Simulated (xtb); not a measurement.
C8H9N3O2, SMILES COc1nnc(-c2cccn2C)o1. All values are semi-empirical tight-binding results from xtb (GFN2-xTB unless named), good for trends rather than for accurate numbers. The structure is a stationary point at GFN2-xTB. This is a generated structure with no PubChem entry under its InChIKey; it may be hypothetical. The values are those of a single conformer.

Optimised geometry:

```xyz
22

C      3.9342    -0.4483     0.2918
O      3.3667     0.8514     0.2915
C      2.0557     0.9089     0.1930
N      1.3453     1.9859     0.1791
N      0.0565     1.5910     0.0646
C      0.0427     0.2944     0.0146
C     -1.0750    -0.5804    -0.1051
C     -1.0917    -1.9668    -0.1595
C     -2.4282    -2.3534    -0.2785
C     -3.1810    -1.2008    -0.2929
N     -2.3642    -0.1327    -0.1881
C     -2.7696     1.2430    -0.1677
O      1.3106    -0.2192     0.0930
H      3.5663    -1.0358     1.1370
H      3.7051    -0.9756    -0.6380
H      5.0076    -0.2984     0.3808
H     -0.2317    -2.6050    -0.1169
H     -2.8010    -3.3558    -0.3461
H     -4.2441    -1.0812    -0.3711
H     -3.8546     1.2969    -0.2366
H     -2.4325     1.7237     0.7511
H     -2.3189     1.7839    -1.0005
```
Charge 0, spin multiplicity 1.

| Item | Result |
|---|---|
| point group as xtb finds it | Cs |
| orbital gap | 3.27 eV |
| dipole moment | 3.54 D |
| zero-point energy | 103.9 kcal/mol |
| G − E(el) at 298.15 K (modified RRHO) | 79.7 kcal/mol |
| static polarisability (D4 model) | 118.2 bohr³ |
| solvation energy, GFN2-xTB/ALPB(water) | -8.9 kcal/mol |
| solvation energy, GFN2-xTB/ALPB(dmso) | -13.6 kcal/mol |

Computed IR lines (harmonic; lines under 4 % of the strongest left out, lines within 3 cm⁻¹ merged):
ν (cm⁻¹): 707 (w), 1013 (w), 1054 (w), 1068 (w), 1100 (w), 1166 (m), 1252 (w), 1308 (s), 1414 (w), 1434 (m), 1480 (w), 1508 (w), 1586 (vs), 1618 (m), 3169 (w), 3180 (w) (against the strongest line: vs over 80 %, s over 45 %, m over 15 %, w over 4 %, vw less)

Q: Give the atomic charges and the Wiberg bond orders between heavy atoms. (Estimate from the structure and the level; the computed values follow.)

A: charges (e) C1 0.03, O2 -0.24, C3 0.36, N4 -0.23, N5 -0.21, C6 0.20, C7 0.00, C8 -0.06, C9 -0.07, C10 -0.02, N11 0.02, C12 -0.07, O13 -0.27, H14 0.06, H15 0.06, H16 0.08, H17 0.04, H18 0.04, H19 0.04, H20 0.07, H21 0.08, H22 0.08. Bond orders C1–O2 0.95, O2–C3 1.12, C3–N4 1.56, N4–N5 1.18, N5–C6 1.57, C6–C7 1.12, C7–C8 1.41, C8–C9 1.39, C9–C10 1.48, C7–N11 1.18, C10–N11 1.27, N11–C12 1.01, C3–O13 1.07, C6–O13 1.04.
